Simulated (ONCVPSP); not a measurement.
# u(r) = r·R(r): atom against pseudo-atom (nitrogen)

Columns: radius, all-electron u(r) and pseudo u(r) of the 2p shell (level -20.78 eV) of nitrogen in the configuration [He] 2s2 2p2; PW91, scalar-relativistic, ONCV scheme, ONCVPSP 4.0.1.

```json
{"r (bohr)": "0.078", "all-electron": "0.0539", "pseudo": "0.0204"}
{"r (bohr)": "0.155", "all-electron": "0.1660", "pseudo": "0.0782"}
{"r (bohr)": "0.232", "all-electron": "0.2951", "pseudo": "0.1676"}
{"r (bohr)": "0.310", "all-electron": "0.4218", "pseudo": "0.2811"}
{"r (bohr)": "0.388", "all-electron": "0.5342", "pseudo": "0.4066"}
{"r (bohr)": "0.465", "all-electron": "0.6274", "pseudo": "0.5310"}
{"r (bohr)": "0.542", "all-electron": "0.7025", "pseudo": "0.6459"}
{"r (bohr)": "0.620", "all-electron": "0.7611", "pseudo": "0.7446"}
{"r (bohr)": "0.698", "all-electron": "0.8032", "pseudo": "0.8202"}
{"r (bohr)": "0.775", "all-electron": "0.8301", "pseudo": "0.8701"}
{"r (bohr)": "0.852", "all-electron": "0.8442", "pseudo": "0.8963"}
{"r (bohr)": "0.930", "all-electron": "0.8473", "pseudo": "0.9016"}
{"r (bohr)": "1.008", "all-electron": "0.8413", "pseudo": "0.8899"}
{"r (bohr)": "1.085", "all-electron": "0.8281", "pseudo": "0.8664"}
{"r (bohr)": "1.162", "all-electron": "0.8090", "pseudo": "0.8357"}
{"r (bohr)": "1.240", "all-electron": "0.7853", "pseudo": "0.8010"}
{"r (bohr)": "1.318", "all-electron": "0.7581", "pseudo": "0.7655"}
{"r (bohr)": "1.395", "all-electron": "0.7288", "pseudo": "0.7313"}
{"r (bohr)": "1.472", "all-electron": "0.6979", "pseudo": "0.6982"}
{"r (bohr)": "1.550", "all-electron": "0.6655", "pseudo": "0.6655"}
{"r (bohr)": "1.628", "all-electron": "0.6327", "pseudo": "0.6327"}
{"r (bohr)": "1.705", "all-electron": "0.6002", "pseudo": "0.6002"}
{"r (bohr)": "1.782", "all-electron": "0.5680", "pseudo": "0.5680"}
{"r (bohr)": "1.860", "all-electron": "0.5360", "pseudo": "0.5360"}
{"r (bohr)": "1.938", "all-electron": "0.5048", "pseudo": "0.5048"}
{"r (bohr)": "2.015", "all-electron": "0.4749", "pseudo": "0.4749"}
```

How many radial nodes do the two functions have?

The all-electron 2p function has n − l − 1 = 0; the pseudo-wave has 0.

At about which radius was the pseudo-wave matched?

1.55 bohr. The columns agree to 0.0005 from 1.47 bohr on; several derivatives are matched, so the curves merge somewhat inside the radius.

Is the pseudo-wave norm-conserving?

Yes: the ONCV scheme keeps the norm inside the radius equal to the all-electron one, which fixes the energy derivative of the logarithmic derivative at the level.
